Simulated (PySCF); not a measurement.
Species: Si(SH)2Me2, C2H8S2Si.
Geometry (PBE0-D3(BJ)/def2-SVP, Å), atoms numbered from 1 in this order:
```
atom  x, y, z in Å
Si1    0.2077   -0.0035    0.1543
S2     0.1525    0.0490    2.3094
H3     0.9434   -1.0352    2.4652
S4     2.2395   -0.0455   -0.5648
H5     2.6204    1.0557    0.1191
C6    -0.6964    1.5412   -0.3866
H7    -0.1973    2.4471   -0.0118
H8    -1.7310    1.5340   -0.0084
H9    -0.7237    1.5901   -1.4860
C10   -0.5728   -1.5566   -0.5344
H11   -1.6282   -1.6159   -0.2278
H12   -0.0561   -2.4576   -0.1710
H13   -0.5274   -1.5547   -1.6351
```

The calculation used PySCF 2.14.0, delta-SCF UKS SCAN, pcX-2 on the ionised atom, pcseg-1 elsewhere, spin-free X2C. These are vertical core ionisation energies against the vacuum level, from separate self-consistent calculations with and without the core hole.

Some binding energies are withheld.

```csv
atom(s),bonded to,level,binding energy (eV)
C6/C10,3 H and Si,C 1s,290.37
Si1,2 S and 2 C,Si 1s,1847.03
Si1,2 S and 2 C,Si 2p3/2,?
S2/S4,H and Si,S 1s,?
```

Question: What is the Si 2p3/2 binding energy of Si1?

Answer: 107.11 eV (silicon bonded to 2 C and 2 S), with 2p1/2 at 107.74 eV.

Question: What is the S 1s binding energy of S2/S4?

Answer: 2476.87 eV (sulfur bonded to Si and H).

Question: Which effective nuclear charge Zeff reproduces each element's mean 1s value in the hydrogen-like formula E = 13.606 eV × Zeff²?

Answer: C (Z = 6): mean 290.4 eV, Zeff = 4.62, Z − Zeff = 1.38; Si (Z = 14): mean 1847.0 eV, Zeff = 11.65, Z − Zeff = 2.35; S (Z = 16): mean 2476.9 eV, Zeff = 13.49, Z − Zeff = 2.51. Means run over the listed sites, weighted by atom count.

The first atom of each set that the bonding makes equivalent was ionised and stands for the set. Not every level is listed. Spin–orbit and ligand-field terms were added within each 2p shell after the spin-free SCF. 2p1/2 minus 2p3/2 (ligand field included): Si 0.63 eV. Isolated species at its PBE0-D3(BJ)/def2-SVP geometry (one conformer only).
